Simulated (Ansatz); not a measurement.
Calculated with Ansatz (gas phase, PBE0-D4/def2-TZVP geometries, no zero-point term in ΔE). CBS: MP2 limit from def2 TZ/QZ plus the TZ coupled-cluster correction, frozen cores. This one scheme is used for every species. For Ga outer-core shells are correlated without core-valence functions, which leaves a few kJ/mol of doubt a bond. Scalar relativity is left out up to krypton. Each species was taken in one conformer, which may not be the lowest.

Consider the ligand exchange at a Ga–S bond: `[OH][Ga]([OH])[SH]` + CH₃OH → `C[O][Ga]([OH])[OH]` + H₂S.

| species | HF/def2-QZVPP energy (Eh) |
| --- | --- |
| `[OH][Ga]([OH])[SH]` | -2472.50312 |
| CH₃OH | -115.10098 |
| `C[O][Ga]([OH])[OH]` | -2188.87132 |
| H₂S | -398.71944 |

Problem. Work out ΔE.

Solution. ΔE = (-2188.87132) + (-398.71944) − (-2472.50312) − (-115.10098) = 0.01334 Eh = +35.0 kJ/mol. CCSD(T)/CBS gives +38.5 kJ/mol.

Largest T1 diagnostic among the species: 0.014.
